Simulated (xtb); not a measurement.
C$_{3}$H$_{6}$NO, doublet, at a GFN2-xTB geometry; GFN0-xTB (xtb).

xtb was given this input:
```
$ xtb mol.xyz --gfn 0 --uhf 1 --opt --json

# file mol.xyz
11

C      1.59032029    -0.66595976     0.14431730
N      0.22700443    -0.20733053     0.01518478
C     -0.77581277    -1.25726267    -0.14671598
C     -0.06607100     1.07145081     0.04435012
O     -1.10281318     1.68342370    -0.04115406
H      2.25099216     0.19020887     0.25891250
H      1.69098667    -1.31572877     1.01771692
H      1.88640267    -1.23077096    -0.74364888
H     -1.75386421    -0.79016301    -0.23269650
H     -0.56778087    -1.83686848    -1.04829343
H     -0.76388112    -1.92212378     0.71923980
```

Question: Predict the main parts of the log of this xtb run.

Answer: 
```
   ID    Z sym.   atoms
    1    6 C      1, 3, 4
    2    7 N      2
    3    8 O      5
    4    1 H      6-11

           -------------------------------------------------
          |                Calculation Setup                |
           -------------------------------------------------

           -------------------------------------------------
          |                 G F N 0 - x T B                 |
           -------------------------------------------------

          ...................................................
          :                      SETUP                      :
          :.................................................:
          :  # basis functions                  32          :
          :  # atomic orbitals                  32          :
          :  # shells                           22          :
          :  # electrons                        29          :
          :  electronic temp.          300.0000000     K    :
          :  accuracy                    1.0000000          :
          :  -> integral cutoff          0.2500000E+02      :
          :  -> integral neglect         0.1000000E-07      :
          ...................................................

         :::::::::::::::::::::::::::::::::::::::::::::::::::::
         ::                     SUMMARY                     ::
         :::::::::::::::::::::::::::::::::::::::::::::::::::::
         :: total energy             -15.862104438224 Eh    ::
         :: gradient norm              0.023042674642 Eh/a0 ::
         :: HOMO-LUMO gap              2.578820670754 eV    ::
         ::.................................................::
         :: H0 energy                -15.941663577883 Eh    ::
         :: repulsion energy           0.196449516135 Eh    ::
         :: electrostat energy        -0.063612145872 Eh    ::
         :: -> Gsolv                   0.000000000000 Eh    ::
         ::    -> Gsasa                0.000000000000 Eh    ::
         ::    -> Gshift               0.000000000000 Eh    ::
         :: dispersion energy         -0.002559754165 Eh    ::
         :: short-range corr.         -0.050718476438 Eh    ::
         :: add. restraining           0.000000000000 Eh    ::
         :: total charge               0.000000000000 e     ::
         :::::::::::::::::::::::::::::::::::::::::::::::::::::

      -----------------------------------------------------------
     |                   =====================                   |
     |                        A N C O P T                        |
     |                   =====================                   |
     |               Approximate Normal Coordinate               |
     |                Rational Function Optimizer                |
      -----------------------------------------------------------
      -----------------------------------------------------------
     |                   =====================                   |
     |                        A N C O P T                        |
     |                   =====================                   |
     |               Approximate Normal Coordinate               |
     |                Rational Function Optimizer                |
      -----------------------------------------------------------

          ...................................................
          :                      SETUP                      :
          :.................................................:
          :   optimization level            normal          :
          :   max. optcycles                   200          :
          :   ANC micro-cycles                  20          :
          :   degrees of freedom                27          :
          :.................................................:
          :   RF solver                   davidson          :
          :   write xtbopt.log                true          :
          :   linear?                        false          :
          :   energy convergence         0.5000000E-05 Eh   :
          :   grad. convergence          0.1000000E-02 Eh/α :
          :   maxmium RF displ.          1.0000000          :
          :   Hlow (freq-cutoff)         0.1000000E-01      :
          :   Hmax (freq-cutoff)         5.0000000          :
          :   S6 in model hess.         20.0000000          :
          ...................................................

generating ANC from exact Hessian ...
Using Lindh-Hessian (1995)
 Shifting diagonal of input Hessian by    0.0000000000000000
 Lowest  eigenvalues of input Hessian
    0.000000    0.000000    0.000000    0.000000    0.000000    0.000000
    0.010889    0.011420    0.021612    0.025560    0.032486    0.067038
    0.070969    0.072293    0.102628    0.104738    0.129710    0.131030
 Highest eigenvalues
    1.132612    1.145039    1.171692    1.501623    1.688240    2.367918

........................................................................
.............................. CYCLE    1 ..............................
........................................................................
 * total energy  :   -15.8621044 Eh     change        0.0000000E+00 Eh
   gradient norm :     0.0230427 Eh/α   predicted     0.0000000E+00 (   0.00%)
   displ. norm   :     0.0730352 α      lambda       -0.6178595E-03
   maximum displ.:     0.0438153 α      in ANC's #6, #5, #10, ...

........................................................................
.............................. CYCLE    2 ..............................
........................................................................
 * total energy  :   -15.8625401 Eh     change       -0.4356819E-03 Eh
   gradient norm :     0.0124907 Eh/α   predicted    -0.3105783E-03 ( -28.71%)
   displ. norm   :     0.0779666 α      lambda       -0.3626689E-03
   maximum displ.:     0.0633531 α      in ANC's #5, #14, #6, ...

........................................................................
[...]
 * total energy  :   -15.8627847 Eh     change       -0.2446139E-03 Eh
 * total energy  :   -15.8628779 Eh     change       -0.9319878E-04 Eh
 * total energy  :   -15.8628927 Eh     change       -0.1479345E-04 Eh
 * total energy  :   -15.8628948 Eh     change       -0.2031956E-05 Eh
   *** GEOMETRY OPTIMIZATION CONVERGED AFTER 6 ITERATIONS ***
[...]
         :::::::::::::::::::::::::::::::::::::::::::::::::::::
         :: total energy             -15.862894758203 Eh    ::
         :: gradient norm              0.000393209204 Eh/a0 ::
         :: HOMO-LUMO gap              2.688730030892 eV    ::
         ::.................................................::
         :: H0 energy                -15.941648919592 Eh    ::
         :: repulsion energy           0.196031028174 Eh    ::
         :: electrostat energy        -0.063893335328 Eh    ::
         :: -> Gsolv                   0.000000000000 Eh    ::
         ::    -> Gsasa                0.000000000000 Eh    ::
         ::    -> Gshift               0.000000000000 Eh    ::
         :: dispersion energy         -0.002566893416 Eh    ::
         :: short-range corr.         -0.050816638041 Eh    ::
         :: add. restraining           0.000000000000 Eh    ::
         :: total charge               0.000000000000 e     ::
         :::::::::::::::::::::::::::::::::::::::::::::::::::::

           -------------------------------------------------
          |                Property Printout                |
           -------------------------------------------------

    * Orbital Energies and Occupations

         #    Occupation            Energy/Eh            Energy/eV
      -------------------------------------------------------------
         1        2.0000           -0.7208875             -19.6163
       ...           ...                  ...                  ...
         3        2.0000           -0.6273940             -17.0723
         4        2.0000           -0.6249679             -17.0062
         5        2.0000           -0.5845390             -15.9061
         6        2.0000           -0.5570574             -15.1583
         7        2.0000           -0.5511766             -14.9983
         8        2.0000           -0.5394801             -14.6800
         9        2.0000           -0.5222083             -14.2100
        10        2.0000           -0.5081728             -13.8281
        11        2.0000           -0.5044857             -13.7278
        12        2.0000           -0.4979087             -13.5488
        13        2.0000           -0.4645441             -12.6409
        14        2.0000           -0.4131349             -11.2420
        15        1.0000           -0.3282805              -8.9330 (HOMO)
        16                         -0.2294715              -6.2442 (LUMO)
        17                         -0.1529783              -4.1628
        18                         -0.1391783              -3.7872
        19                         -0.1080157              -2.9393
        20                         -0.0938581              -2.5540
        21                         -0.0763748              -2.0783
        22                         -0.0695357              -1.8922
        23                         -0.0109483              -0.2979
        24                          0.0357580               0.9730
        25                          0.1632278               4.4417
        26                          0.2344025               6.3784
       ...                                ...                  ...
        32                          0.4328942              11.7797
      -------------------------------------------------------------
                  HL-Gap            0.0988090 Eh            2.6887 eV
             Fermi-level            0.0000000 Eh            0.0000 eV

     #   Z          covCN         q      C6AA      α(0)
     1   6 C        3.702    -0.023    23.628     7.031
     2   7 N        2.727    -0.602    34.274     8.765
     3   6 C        3.701     0.007    23.041     6.944
     4   6 C        1.790     0.520    20.952     7.389
     5   8 O        0.857    -0.502    23.747     6.539
     6   1 H        0.925     0.092     1.863     2.135
     7   1 H        0.924     0.095     1.833     2.117
     8   1 H        0.924     0.095     1.833     2.117
     9   1 H        0.924     0.141     1.456     1.887
    10   1 H        0.924     0.089     1.890     2.150
    11   1 H        0.924     0.089     1.890     2.150

 Mol. C6AA /au·bohr⁶  :       1083.797600
 Mol. C8AA /au·bohr⁸  :      23579.939714
 Mol. α(0) /au        :         49.223667

Wiberg/Mayer (AO) data.
largest (>0.10) Wiberg bond orders for each atom

 ---------------------------------------------------------------------------
     #   Z sym  total        # sym  WBO       # sym  WBO       # sym  WBO
 ---------------------------------------------------------------------------
     1   6 C    3.942 --     6 H    0.982     8 H    0.978     7 H    0.978
                             2 N    0.957
     2   7 N    3.406 --     4 C    1.337     1 C    0.957     3 C    0.925
                             5 O    0.186
     3   6 C    3.942 --     9 H    0.981    11 H    0.978    10 H    0.978
                             2 N    0.925
     4   6 C    3.389 --     5 O    1.963     2 N    1.337
     5   8 O    2.217 --     4 C    1.963     2 N    0.186
     6   1 H    0.990 --     1 C    0.982
     7   1 H    0.985 --     1 C    0.978
     8   1 H    0.985 --     1 C    0.978
     9   1 H    0.989 --     3 C    0.981
    10   1 H    0.985 --     3 C    0.978
    11   1 H    0.985 --     3 C    0.978
 ---------------------------------------------------------------------------

Topologies differ in total number of bonds
Writing topology from bond orders to xtbtopo.mol

 dipole moment from electron density (au)
     X       Y       Z
   0.6726  -1.3438   0.0098  total (Debye):    3.820

optimized geometry written to: xtbopt.xyz

           -------------------------------------------------
          | TOTAL ENERGY              -15.862894758203 Eh   |
          | GRADIENT NORM               0.000393209204 Eh/α |
          | HOMO-LUMO GAP               2.688730030892 eV   |
           -------------------------------------------------

normal termination of xtb
```
